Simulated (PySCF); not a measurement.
**N⁺: excitation energy**

N⁺ [He] 2s2 2p2 (3P) → N⁺ [He] 2s1 2p3 (5S), as a difference of total energies. All numbers are calculated (PySCF 2.14, no relativity, point nucleus, in dyall-av3z (15s9p3d2f, 71 functions)). Correlated levels: valence: 1s2 frozen; virtual orbitals above 40 to 60 times the deepest correlated orbital energy dropped. The calculations carry no spin-orbit coupling.

| method | excitation energy (eV) | error (eV) |
| --- | --- | --- |
| UHF | 3.986 | -1.804 |
| MP2 (valence) | 5.252 | -0.538 |
| SCS-MP2 (valence) | 5.854 | +0.064 |
| CCSD (valence) | 5.661 | -0.129 |
| CCSD(T) (valence) | 5.702 | -0.088 |

Reference: 5.790 eV (measured; NIST levels, between the centres of gravity of the two terms).

Errors of the correlated levels include the incompleteness of this basis and the frozen core.
